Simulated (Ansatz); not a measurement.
`C[S][AlH][F]` + H₂O → `C[S][AlH][OH]` + H–F at 500 K and 1 bar (formal hydrolysis of the Al–F bond).

Calculated with Ansatz (gas phase, PBE0-D4/def2-TZVP geometries, no zero-point term in ΔE). CBS: MP2 limit from def2 TZ/QZ plus the TZ coupled-cluster correction, frozen cores. This one scheme is used for every species. One conformer a species, not always the lowest.

```tsv
species	CCSD(T)/CBS energy (Eh)	H − E (kJ/mol)	S (J/(mol·K))
`C[S][AlH][F]`	-780.15488	167.9	386.3
H₂O	-76.37941	73.2	206.3
`C[S][AlH][OH]`	-756.12026	201.3	401.1
H–F	-100.39570	39.4	188.7
```

H − E and S are ideal-gas, rigid-rotor, harmonic terms from PBE0-D4/def2-TZVP, for one conformer and one mirror image of each species. 1 Eh = 2625.50 kJ/mol, R = 8.31446 J/(mol·K).

Question: By hand: ΔE, ΔH, ΔS and ΔG.

Answer: ΔE = (-756.12026) + (-100.39570) − (-780.15488) − (-76.37941) = 0.01833 Eh = 48.1 kJ/mol. Δ(H − E) = 201.3 + 39.4 − 167.9 − 73.2 = -0.4, so ΔH = 47.7 kJ/mol. ΔS = 401.1 + 188.7 − 386.3 − 206.3 = -2.8 J/(mol·K). ΔG = 47.7 − 500 × (-2.8)/1000 = 49.1 kJ/mol.

Question: By hand: the equilibrium constant, and the temperature at which ΔG would vanish if ΔH and ΔS stayed fixed.

Answer: log₁₀ K = −ΔG/(RT ln 10) = -5.1. ΔH and −TΔS have one sign here, so there is no such temperature.

The number of gas molecules stays the same, so ΔS is small and ΔH decides. A doubt of 5 kJ/mol in ΔE shifts log₁₀ K by 0.5 here. Other conformers and mirror images would add mixing entropy, several J/(mol·K) or more a flexible species. These are equilibria of isolated gas molecules and say nothing of rates. Largest T1 diagnostic: 0.012 (customary marks: 0.02 for closed shells, 0.045 for open ones).

ΔS is within the doubt of such terms, so its sign, and with it that verdict, could turn.
